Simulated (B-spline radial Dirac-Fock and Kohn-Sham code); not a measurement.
**Atomic SCF run for Sn**

ΔSCF core binding energies without Breit or QED terms, calculated with an atomic code on a B-spline grid. Keys: rel is the Hamiltonian (dirac, or spin-free x2c and nr, where L3 and M5 stand for the whole 2p and 3d shells), method is hf or an exchange,correlation pair (spin-unpolarised, also for the hole states), nuc the nuclear model, radius_factor scales its radius, rmax is the box in bohr, h the logarithmic mesh step, order the B-spline order, points the quadrature points per cell, c_factor scales the speed of light, and damp, ndamp, maxit and tol steer the iteration. The run stops when the commutator error falls below 10·tol·max(1, Z/10), or the numerical noise floor, and the energy has settled to about 1e-8 Ha; the virial ratio is −V/T.

Input (task.json):

```json
{"items": [{"Z": 50, "q": 0, "cfg": [[1, 0, 2], [2, 0, 2], [2, 1, 6], [3, 0, 2], [3, 1, 6], [3, 2, 10], [4, 0, 2], [4, 1, 6], [4, 2, 10], [5, 0, 2], [5, 1, 2]], "A": 120, "rrms": 4.6519, "do": "settings", "holes": ["K", "L3", "M5"],
  "settings": [{"rel": "dirac", "method": "hf", "nuc": "fermi", "radius_factor": 1.0, "rmax": 45.0, "h": 2.0, "order": 8, "points": 10, "c_factor": 1.0, "maxit": 61, "damp": 0.5, "ndamp": 3, "tol": 1e-08}]}]}
```

Command: `python xray2_run.py task.json out`

Ground-state iterations:

```
iter   energy (Ha)        error
   1    -5592.60749293  6.22e+00
   2    -5620.31592645  5.69e-01
   3    -5620.55291853  2.52e-01
   4    -5620.62038393  1.13e-01
   5    -5620.64539211  9.77e-03
   6    -5620.64567184  1.11e-03
   7    -5620.64568970  2.08e-04
   8    -5620.64569014  2.35e-05
   9    -5620.64569014  1.68e-06
  10    -5620.64569014  1.29e-07
```

The ground state converged in 10 iterations, with total energy -5620.64569 Ha, virial ratio 2.10491 and highest orbital energy -10.46 eV. ΔSCF binding energies: K (1s) 30343.5 eV, L3 (2p3/2) 4402.7 eV, M5 (3d5/2) 768.3 eV.

Q: One setting is unsound. Which, and why?

A: h is too large to resolve the orbitals. With the default settings (Dirac Hartree-Fock): The ground state converged in 10 iterations, with total energy -6176.13019 Ha, virial ratio 1.94964 and highest orbital energy -6.57 eV. ΔSCF binding energies: K (1s) 29303.3 eV, L3 (2p3/2) 3944.6 eV, M5 (3d5/2) 493.3 eV.
